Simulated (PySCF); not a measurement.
Excitation energy of Si by level of theory

Si [Ne] 3s2 3p2 (3P) → Si [Ne] 3s2 3p1 4s1, s spin flipped, as a difference of total energies. Calculation: PySCF 2.14, in dyall-acv3z (19s12p6d4f, 113 functions); no relativity, point nucleus. Correlated levels: valence and next inner shell: 1s2 frozen; virtual orbitals above 40 to 60 times the deepest correlated orbital energy dropped. The calculations carry no spin-orbit coupling.

| method | excitation energy (cm⁻¹) |
| --- | --- |
| UHF | 38946 |
| MP2 (valence and next inner shell) | 40586 |
| SCS-MP2 (valence and next inner shell) | 40010 |

The upper determinant mixes two multiplicities, so it lies between the two terms.

The promoted electron is Rydberg-like, and one or two diffuse shells describe it only roughly, which tends to raise the upper state.
